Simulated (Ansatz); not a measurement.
**What each rung costs, and what it gives**

Saddle point of ZrH₃OF₃, singlet (ZrHOF₃ ([OH][Zr]([F])([F])[F]) + H₂ → ZrHF₃ ([F][ZrH]([F])[F]) + H₂O (still joined by a long Zr–O bond); bonds formed: Zr1–H7, O2–H6; bonds broken: H6–H7; bonds weakened to dative contacts: Zr1–O2), PBE0-D4/def2-TZVP structure:

Zr1  (-0.550, -0.393, -0.327)
O2  (1.102, 0.127, 0.948)
F3  (-0.150, -2.169, -0.837)
F4  (-1.735, -0.278, 1.153)
F5  (-1.675, 0.318, -1.682)
H6  (1.149, 0.806, -0.040)
H7  (0.774, 1.002, -1.007)
H8  (1.086, 0.587, 1.791)
(Å)

Barriers are electronic and count from the start structure reached by relaxing down the imaginary mode.

Program: Ansatz 0.2.0. Basis: as named in each row. Cores are frozen in the correlated methods. Core potentials replace the inner electrons of the atoms past krypton. B3LYP uses VWN-RPA correlation. Extrapolation: Hartree–Fock as exp(−7.88 √X), correlation as X^−2.97.

Times are rough, for one single point on 8 threads of a shared host (AMD EPYC 9R45).

The estimate by CCSD(T) at an estimated basis limit (MP2 extrapolated from triple and quadruple zeta, plus CCSD(T) − MP2 in triple zeta) is 34.62 kcal/mol.

```json
{"method": "SPW92", "basis": "def2-SVP", "time (s)": "under 1", "barrier (kcal/mol)": "19.39", "method less estimate": "-15.23"}
{"method": "PBE-D4", "basis": "def2-SVP", "time (s)": "under 1", "barrier (kcal/mol)": "26.87", "method less estimate": "-7.75"}
{"method": "PBE0-D4", "basis": "def2-SVP", "time (s)": "under 1", "barrier (kcal/mol)": "29.31", "method less estimate": "-5.30"}
{"method": "SPW92", "basis": "def2-TZVPP", "time (s)": "under 1", "barrier (kcal/mol)": "21.05", "method less estimate": "-13.57"}
{"method": "PBE-D4", "basis": "def2-TZVPP", "time (s)": "under 1", "barrier (kcal/mol)": "28.68", "method less estimate": "-5.93"}
{"method": "BLYP-D4", "basis": "def2-TZVPP", "time (s)": "under 1", "barrier (kcal/mol)": "32.48", "method less estimate": "-2.14"}
{"method": "BHLYP-D4", "basis": "def2-TZVPP", "time (s)": "under 1", "barrier (kcal/mol)": "35.55", "method less estimate": "0.93"}
{"method": "PBE0-D4", "basis": "def2-TZVPP", "time (s)": "under 1", "barrier (kcal/mol)": "30.50", "method less estimate": "-4.12"}
{"method": "B3LYP-D4", "basis": "def2-TZVPP", "time (s)": "under 1", "barrier (kcal/mol)": "33.43", "method less estimate": "-1.18"}
{"method": "CAM-B3LYP-D4", "basis": "def2-TZVPP", "time (s)": "under 1", "barrier (kcal/mol)": "33.18", "method less estimate": "-1.44"}
{"method": "r2SCAN-D4", "basis": "def2-TZVPP", "time (s)": "under 1", "barrier (kcal/mol)": "30.39", "method less estimate": "-4.23"}
{"method": "r2SCAN0-D4", "basis": "def2-TZVPP", "time (s)": "under 1", "barrier (kcal/mol)": "31.71", "method less estimate": "-2.90"}
{"method": "wB97M-V", "basis": "def2-SVP", "time (s)": "1", "barrier (kcal/mol)": "30.74", "method less estimate": "-3.88"}
{"method": "B2PLYP", "basis": "def2-TZVPP", "time (s)": "1", "barrier (kcal/mol)": "34.08", "method less estimate": "-0.53"}
{"method": "PBE-QIDH", "basis": "def2-TZVPP", "time (s)": "1", "barrier (kcal/mol)": "32.36", "method less estimate": "-2.26"}
{"method": "RPA on PBE", "basis": "def2-TZVPP", "time (s)": "1", "barrier (kcal/mol)": "32.46", "method less estimate": "-2.16"}
{"method": "B97M-V", "basis": "def2-TZVPP", "time (s)": "2", "barrier (kcal/mol)": "30.71", "method less estimate": "-3.91"}
{"method": "wB97X-V", "basis": "def2-TZVPP", "time (s)": "2", "barrier (kcal/mol)": "33.68", "method less estimate": "-0.93"}
{"method": "wB97M-V", "basis": "def2-TZVPP", "time (s)": "2", "barrier (kcal/mol)": "33.40", "method less estimate": "-1.21"}
{"method": "CCSD(T)", "basis": "def2-SVP", "time (s)": "2", "barrier (kcal/mol)": "34.52", "method less estimate": "-0.10"}
{"method": "MP2", "basis": "def2-QZVPP", "time (s)": "3", "barrier (kcal/mol)": "34.73", "method less estimate": "0.11"}
{"method": "CCSD(T)", "basis": "def2-TZVPP", "time (s)": "35", "barrier (kcal/mol)": "33.24", "method less estimate": "-1.38"}
```

All methods are single points on the PBE0-D4 structures.

T1 diagnostic: at most 0.018.

Labels in which every atom is bracketed show which atoms are joined, not bond orders.
